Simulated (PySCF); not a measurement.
# Magnetic susceptibility: (H2B-mu-PH2)2

Cartesian coordinates in Å; atom numbers follow the order of the lines, from 1:
```xyz
12

B    -1.3963    0.0814   -0.1615
H    -1.8977    0.7591   -0.9940
H    -2.1518   -0.5213    0.5238
P    -0.0407    1.0446    0.8781
B     1.3971   -0.0766    0.1561
H     1.9091   -0.7507    0.9851
H     2.1437    0.5306   -0.5352
P     0.0403   -1.0470   -0.8756
H    -0.1957    1.0817    2.2572
H     0.0566    2.4188    0.7068
H    -0.0590   -2.4186   -0.6865
H     0.1943   -1.1021   -2.2544
```

Method used: GIAO wB97X/def2-SVP magnetisability, rotational g tensor and spin-rotation constants, non-relativistic, gas phase (PySCF 2.14.0). Geometry: GFN2-xTB.

**Question.** How diamagnetic is it, and how anisotropic?

**Answer.** Isotropic -1073 × 10⁻³⁰ J/T², or -64.6 × 10⁻⁶ cm³/mol; principal values -1177, -1171, -871 × 10⁻³⁰ J/T², anisotropy 303 × 10⁻³⁰ J/T² (root of half the summed squared differences of the principal values). The susceptibility is in cgs units.

**Question.** Split it along the inertial axes a, b, c into diamagnetic and paramagnetic parts about the centre of mass, with the quadrupole moment.

**Answer.** 
| axis | χ (10⁻⁶ cm³/mol) | diamagnetic (10⁻⁶ cm³/mol) | paramagnetic (10⁻⁶ cm³/mol) | summed x² of all electrons (Å²) | quadrupole Θ (D Å) |
| --- | --- | --- | --- | --- | --- |
| a | -70.9 | -272.4 | 201.5 | 84.3 | +11.68 |
| b | -70.5 | -429.9 | 359.4 | 47.2 | -12.71 |
| c | -52.5 | -557.7 | 505.2 | 17.0 | +1.03 |

Anisotropies 2χaa − χbb − χcc = -18.8 and 2χbb − χaa − χcc = -17.6 × 10⁻⁶ cm³/mol. Θ is traceless in Buckingham's convention.

**Question.** And the rotational g tensor?

**Answer.** 
| axis | rotational constant (GHz) | g | nuclear part | electronic part |
| --- | --- | --- | --- | --- |
| a | 7.3476 | -0.0401 | 0.6555 | -0.6957 |
| b | 3.4845 | +0.0038 | 0.5921 | -0.5883 |
| c | 2.5633 | -0.0286 | 0.5798 | -0.6084 |

Asymmetric top; isotopes 11B, 1H, 31P; no vibrational averaging.
